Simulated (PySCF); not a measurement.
A GIAO shielding run with PySCF 2.14 (density fitting, non-relativistic, gas phase) on cycloheptane (SMILES C1CCCCCC1):

```
{"job": {"kind": "nmr", "xc": "PBE0", "basis": "pcSseg-1"}, "charge": 0, "multiplicity": 1}
C     -0.203882    -1.726701     0.322854
C      1.043359    -1.164857    -0.364820
C      1.546517     0.164168     0.201081
C      0.904657     1.376477    -0.473126
C     -0.551707     1.620253    -0.086381
C     -1.478036     0.425577    -0.311981
C     -1.263016    -0.691238     0.711251
H      0.094338    -2.257543     1.230488
H     -0.652466    -2.464550    -0.347048
H      1.833297    -1.915200    -0.280914
H      0.845445    -1.033599    -1.430413
H      1.379018     0.202083     1.278085
H      2.625343     0.224225     0.037105
H      0.973155     1.251069    -1.557030
H      1.478251     2.270559    -0.213179
H     -0.920296     2.468551    -0.669747
H     -0.601250     1.906105     0.967679
H     -1.352133     0.039325    -1.324238
H     -2.507965     0.781273    -0.224716
H     -0.996735    -0.235716     1.667284
H     -2.204813    -1.223319     0.867294
```

Hardware: 1 thread of an x86-64 server CPU, shared host. The job also computes population analyses, field gradients, ring-centre shieldings.

**Question.** How large is the calculation?

**Answer.** 56 electrons, 189 basis functions and 973 auxiliary functions.

**Question.** How long does it take?

**Answer.** 46 s of wall time, with 12 SCF cycles and 4 response iterations. Times on a shared host scatter by some tens of per cent.
